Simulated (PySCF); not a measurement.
**Two-component Hartree-Fock for Sn (tin, neutral)**

Start: [Kr] 4d10 5s1 5p2 6s1; 5s1/2 filled at m_j = +1/2; 5p3/2 filled at m_j = +1/2, +3/2; 6s1/2 filled at m_j = +1/2. Calculated with PySCF 2.14 in x2c-SVPall-2c with one added diffuse shell each of s, p type (7s9p4d, 54 functions): generalised Hartree-Fock with the X2C-1e Hamiltonian and a Gaussian nucleus; one run each with spin-orbit coupling (SO) switched off, then screened by Boettger's factors. This is a chosen level, not necessarily the ground level.

```csv
spinor shell,electrons,"ε, spin-free (eV)","ε, screened SO (eV)",weight of nominal j (screened SO),"rms radius, screened SO (bohr)"
1s1/2,2,-29347.1,-29344.5,1.000,0.0333
2s1/2,2,-4526.1,-4525.4,1.000,0.136
2p1/2,2,-4057.7,-4217.9,1.000,0.118
2p3/2,4,-4057.7,-3984.6,1.000,0.123
3s1/2,2,-916.93,-916.80,1.000,0.361
3p1/2,2,-759.87,-790.04,1.000,0.354
3p3/2,4,-759.87,-746.07,1.000,0.366
3d3/2,4,-518.41,-523.62,1.000,0.340
3d5/2,6,-518.41,-514.84,1.000,0.343
4s1/2,2,-164.83,-164.86,1.000,0.873
4p1/2,2,-115.00,-120.43,0.999,0.931
4p3/2,4,-115.00,-112.59,1.000,0.957
4d3/2,4,-40.361,-41.086,0.953,1.18
4d5/2,6,-40.361,-39.956,0.969,1.19
5s1/2,1,-20.500,-20.501,0.999,2.50
5p3/2,2,-11.054,-10.986,0.793,3.14
6s1/2,1,-2.885,-2.893,1.000,6.80
```

```
   quantity    spin-free  screened SO
E (hartree)  -6172.11236  -6173.53430
        M_J            3            3
       ⟨J²⟩       12.007       12.007
       ⟨L²⟩        2.004        2.049
       ⟨S²⟩        6.003        5.989
```

Each row is a mean over spinors that exchange with the open shell spreads, by up to 0.798 eV (4s1/2).

Rows whose weight is well below 1 are mixtures of j = l ± 1/2: exchange outweighs spin-orbit coupling there, and the label is only the starting occupation.

Breit and QED terms are absent; they matter most for the inner s and p1/2 levels.

Densities and radii are taken from the X2C orbitals without a picture-change correction, which distorts them close to the nucleus.

Without spin-orbit coupling the j labels of p, d and f shells carry no meaning; the spin-free column gives the mean over the occupied spinors of each nl shell.
